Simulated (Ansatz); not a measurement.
Compare A (`[GeH3][SiH2][SiH2][SiH2][GeH3]`) with its isomer B (`[SiH3][GeH2][SiH2][SiH2][GeH3]`).

Program: Ansatz. Geometries: PBE0-D4/def2-TZVP. ΔE: electronic, gas phase. CBS: MP2 limit from def2 TZ/QZ plus the TZ coupled-cluster correction, frozen cores. DFT in def2-TZVPP. B3LYP here is the variant with VWN-RPA as its local correlation; programs differ in this. For Ge outer-core shells are correlated without core-valence functions, which leaves a few kJ/mol of doubt a bond. Scalar relativity is left out up to krypton. Each species was taken in one conformer, which may not be the lowest.

Task: Which isomer does CCSD(T)/CBS put lower? Give the gap. (An estimate is asked.)

Result: The calculation gave: B, by 3.6 kcal/mol.

Task: Give E(B) − E(A) in kcal/mol with B2PLYP, B3LYP-D4, PBE-D4, LDA (SPW92), ωB97M-V, CCSD/def2-TZVPP, CCSD(T)/def2-SVP. (An estimate is asked.)

Result: The calculation gave: B2PLYP -3.7, B3LYP-D4 -3.4, PBE-D4 -2.4, LDA (SPW92) -2.2, ωB97M-V -3.7, CCSD/def2-TZVPP -3.6, CCSD(T)/def2-SVP -2.9. None reverses the order clearly.

Largest T1 diagnostic: 0.013.

Leaving LDA and LC-ωPBE aside and taking each functional with its dispersion term where it has one, the values, not all of them listed here, spread over 2.5 kcal/mol, from B2PLYP to B97M-V.
